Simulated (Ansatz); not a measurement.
C2H8O2Si can be A, `CC[SiH](O)O`, or B, `OCCO[SiH3]`.

Computed with Ansatz on PBE0-D4/def2-TZVP structures; ΔE is electronic, products minus reactants. CCSD(T)/CBS adds triple-zeta CCSD(T) − MP2 to the extrapolated MP2 energy (def2 sets, frozen cores). DFT in def2-TZVPP. B3LYP here is the variant with VWN-RPA as its local correlation; programs differ in this. Each species was taken in one conformer, which may not be the lowest.

Question: Which is lower in electronic energy at CCSD(T)/CBS, and by how much? (Best estimate.)

Answer: Ansatz gave: A, by 277.2 kJ/mol.

Question: Give E(B) − E(A) in kJ/mol with B3LYP, B3LYP-D4, r2SCAN-D4, B2PLYP, PBE0-D4, CCSD/def2-TZVPP, CCSD(T)/def2-TZVPP. (Best estimate.)

Answer: Computed: B3LYP 262.8, B3LYP-D4 265.4, r2SCAN-D4 274.5, B2PLYP 270.8, PBE0-D4 268.2, CCSD/def2-TZVPP 270.5, CCSD(T)/def2-TZVPP 270.6. None reverses the order clearly.

Largest T1 diagnostic: 0.011.

In def2-TZVPP, CCSD(T) changes the Hartree–Fock value by +12.9 kJ/mol (the triples alone add +0.1 kJ/mol) and MP2 by +27.4 kJ/mol. From PBE to PBE0 (25 % exact exchange), in def2-TZVPP and without D4, E(B) − E(A) moves by +5.7 kJ/mol.
